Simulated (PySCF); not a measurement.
CdI2, SMILES [I][Cd][I]. Heavy atoms are numbered as in [Cd:1]([I:2])[I:3].

Coordinates come from a r2SCAN-D4/def2-SVP optimisation. The isomer is the one that the SMILES or the coordinates give; other isomers of the formula were not compared. The def2 effective core potentials stand for the cores of Cd, I; spin–orbit coupling is left out.

All values below come from r2SCAN/def2-TZVPD run with PySCF.

Mulliken values depend strongly on the basis, most of all with diffuse functions as here. ESP charges are fitted to the potential on shells at 1.4 to 2.0 van der Waals radii. Atomic charges (e), one atom of each kind:

```tsv
atom	ESP fit	Mulliken
Cd1	[?]	0.60
I2	[?]	-0.30
```

Fill in the missing entries. (An estimate is asked for; the answer gives what the named calculation found.)


- Cd1, ESP fit: 0.45
- I2, ESP fit: -0.22
